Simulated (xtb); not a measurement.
AlCl, triplet, from a rough starting geometry (GFN-xTB shapes and energies of metal compounds can be far from the true ones) (the spin is typed, not shown lowest); GFN2-xTB run with xtb.

Here is a job for xtb.
```
$ xtb mol.xyz --gfn 2 --uhf 2 --opt vtight --json

# file mol.xyz
2

Al    -0.61101624    -0.54729317    -0.57127094
Cl     0.60437431     0.57316042     0.57414771
```

Q: What does xtb print? Leave out banner, timings and long lists.

A: 
```
   ID    Z sym.   atoms
    1   13 Al     1
    2   17 Cl     2

           -------------------------------------------------
          |                Calculation Setup                |
           -------------------------------------------------

           -------------------------------------------------
          |                 G F N 2 - x T B                 |
           -------------------------------------------------

          ...................................................
          :                      SETUP                      :
          :.................................................:
          :  # basis functions                  20          :
          :  # atomic orbitals                  18          :
          :  # shells                            6          :
          :  # electrons                        10          :
          :  max. iterations                   250          :
          :  Hamiltonian                  GFN2-xTB          :
          :  restarted?                      false          :
          :  GBSA solvation                  false          :
          :  PC potential                    false          :
          :  electronic temp.          300.0000000     K    :
          :  accuracy                    1.0000000          :
          :  -> integral cutoff          0.2500000E+02      :
          :  -> integral neglect         0.1000000E-07      :
          :  -> SCF convergence          0.1000000E-05 Eh   :
          :  -> wf. convergence          0.1000000E-03 e    :
          :  Broyden damping             0.4000000          :
          :  net charge                          0          :
          :  unpaired electrons                  2          :
          ...................................................

 iter      E             dE          RMSdq      gap      omega  full diag
   1     -5.5078184 -0.550782E+01  0.105E+01    0.00       0.0  T
   2     -5.5124615 -0.464308E-02  0.488E+00    0.00       1.0  T
   3     -5.5145469 -0.208541E-02  0.184E+00    0.00       1.0  T
   4     -5.5164224 -0.187548E-02  0.152E+00    0.00       1.0  T
   5     -5.5162045  0.217891E-03  0.987E-01    0.00       1.0  T
   6     -5.5158124  0.392111E-03  0.787E-01    0.00       1.0  T
   7     -5.5162298 -0.417388E-03  0.545E-01    0.00       1.0  T
   8     -5.5164639 -0.234069E-03  0.269E-01    0.00       1.0  T
   9     -5.5165404 -0.765635E-04  0.115E-01    0.00       1.0  T
  10     -5.5165545 -0.140859E-04  0.124E-02    0.00       5.7  T
  11     -5.5165546 -0.114601E-06  0.440E-03    0.00      16.1  T
  12     -5.5165546 -0.206641E-07  0.748E-04    0.00      94.5  T
  13     -5.5165546 -0.701809E-09  0.188E-05    0.00    3760.0  T

   *** convergence criteria satisfied after 13 iterations ***

 transition dipole moment (au) for excitation:           5           6
     X       Y       Z
   0.7629  -0.9684   0.1378  total (au/Debye):    1.241   3.153
 dE (eV)             :    4.167
 oscillator strength :  0.22216E+00

         :::::::::::::::::::::::::::::::::::::::::::::::::::::
         ::                     SUMMARY                     ::
         :::::::::::::::::::::::::::::::::::::::::::::::::::::
         :: total energy              -5.503119943085 Eh    ::
         :: gradient norm              0.027207911362 Eh/a0 ::
         :: HOMO-LUMO gap              0.000000000022 eV    ::
         ::.................................................::
         :: SCC energy                -5.516554636521 Eh    ::
         :: -> isotropic ES            0.021093824303 Eh    ::
         :: -> anisotropic ES         -0.000176221777 Eh    ::
         :: -> anisotropic XC         -0.001526396480 Eh    ::
         :: -> dispersion             -0.000912723637 Eh    ::
         :: repulsion energy           0.013434693436 Eh    ::
         :: add. restraining           0.000000000000 Eh    ::
         :: total charge              -0.000000000000 e     ::
[...]
 * total energy  :    -5.5031199 Eh     change       -0.3446132E-12 Eh
 * total energy  :    -5.5040967 Eh     change       -0.9767581E-03 Eh
 * total energy  :    -5.5040967 Eh     change       -0.2858897E-07 Eh
   *** GEOMETRY OPTIMIZATION CONVERGED AFTER 3 ITERATIONS ***
         :: total energy              -5.504096729774 Eh    ::
[...]
         :: -> anisotropic XC         -0.001825752468 Eh    ::
         :: -> dispersion             -0.000912824751 Eh    ::
         :: repulsion energy           0.008993303683 Eh    ::
         :: add. restraining           0.000000000000 Eh    ::
         :: total charge               0.000000000000 e     ::
         :::::::::::::::::::::::::::::::::::::::::::::::::::::

           -------------------------------------------------
          |                Property Printout                |
           -------------------------------------------------

    * Orbital Energies and Occupations

         #    Occupation            Energy/Eh            Energy/eV
      -------------------------------------------------------------
         1        2.0000           -1.0594984             -28.8304
         2        2.0000           -0.4847993             -13.1921
         3        2.0000           -0.4510119             -12.2727
         4        2.0000           -0.4510119             -12.2727
         5        1.0000           -0.3719106             -10.1202
         6        0.5000           -0.2199085              -5.9840 (HOMO)
         7        0.5000           -0.2199085              -5.9840 (LUMO)
         8                         -0.1687249              -4.5912
         9                         -0.1314412              -3.5767
        10                         -0.1314412              -3.5767
        11                         -0.0507935              -1.3822
        12                         -0.0507934              -1.3822
        13                          0.0130675               0.3556
        14                          0.0150869               0.4105
        15                          0.0150869               0.4105
        16                          0.0403130               1.0970
        17                          0.0403130               1.0970
        18                          0.7871982              21.4208
      -------------------------------------------------------------
                  HL-Gap            0.0000000 Eh            0.0000 eV
             Fermi-level           -0.3156849 Eh           -8.5902 eV

     #   Z          covCN         q      C6AA      α(0)
     1  13 Al       0.768     0.144   383.029    51.030
     2  17 Cl       0.768    -0.144   103.469    15.560

 Mol. C6AA /au·bohr⁶  :        835.772627
 Mol. C8AA /au·bohr⁸  :      63113.782341
 Mol. α(0) /au        :         66.590333

Wiberg/Mayer (AO) data.
largest (>0.10) Wiberg bond orders for each atom

 ---------------------------------------------------------------------------
     #   Z sym  total        # sym  WBO       # sym  WBO       # sym  WBO
 ---------------------------------------------------------------------------
     1  13 Al   1.364 --     2 Cl   1.364
     2  17 Cl   1.364 --     1 Al   1.364
 ---------------------------------------------------------------------------

Topologies differ in total number of bonds
Writing topology from bond orders to xtbtopo.mol

molecular dipole:
                 x           y           z       tot (Debye)
 q only:       -0.339      -0.313      -0.320
   full:       -0.180      -0.166      -0.170       0.759
molecular quadrupole (traceless):
                xx          xy          yy          xz          yz          zz
 q only:        0.013      -0.009      -0.017       0.002      -0.013       0.004
  q+dip:        0.057       0.523      -0.045       0.540       0.490      -0.012
   full:        0.041       0.358      -0.034       0.372       0.335      -0.008

optimized geometry written to: xtbopt.xyz

           -------------------------------------------------
          | TOTAL ENERGY               -5.504096729774 Eh   |
          | GRADIENT NORM               0.000035482350 Eh/α |
          | HOMO-LUMO GAP               0.000000944957 eV   |
           -------------------------------------------------

normal termination of xtb
```
